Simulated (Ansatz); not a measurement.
Reaction (ligand exchange at a B–F bond): `FBBCl` + H₂S → `SBBCl` + H–F

Computed with Ansatz on PBE0-D4/def2-TZVP structures; ΔE is electronic, products minus reactants. CCSD(T)/CBS adds triple-zeta CCSD(T) − MP2 to the extrapolated MP2 energy (def2 sets, frozen cores). This one scheme is used for every species. DFT in def2-TZVPP. Each species was taken in one conformer, which may not be the lowest.

```
           level  ΔE (kJ/mol)
       revPBE-D4         17.0
            PBE0         25.8
           BHLYP         45.5
CCSD(T)/def2-SVP         42.9
```

Question: What does CCSD(T)/CBS give? (An estimate is asked.)

Answer: Ansatz gave: +26.2 kJ/mol. The listed levels differ from it by -9.2, -0.4, 19.3, 16.7 kJ/mol.

Largest T1 diagnostic among the species: 0.015.

In def2-TZVPP, CCSD(T) changes the Hartree–Fock value by −28.2 kJ/mol (the triples alone add −4.9 kJ/mol) and MP2 by −34.8 kJ/mol. Leaving LDA and LC-ωPBE aside and taking each functional with its dispersion term where it has one, the values, not all of them listed here, spread over 24.4 kJ/mol, from revPBE-D4 to CAM-B3LYP-D4. LDA lies −4.1 kJ/mol from PBE without D4. The D4 term adds −7.0 kJ/mol with B3LYP and −3.8 kJ/mol with PBE0; it sums over pairs of atoms, weighted by their polarisabilities, and B3LYP, whose exchange is more repulsive, gets the larger term.

B3LYP here is the variant with VWN-RPA as its local correlation; programs differ in this.
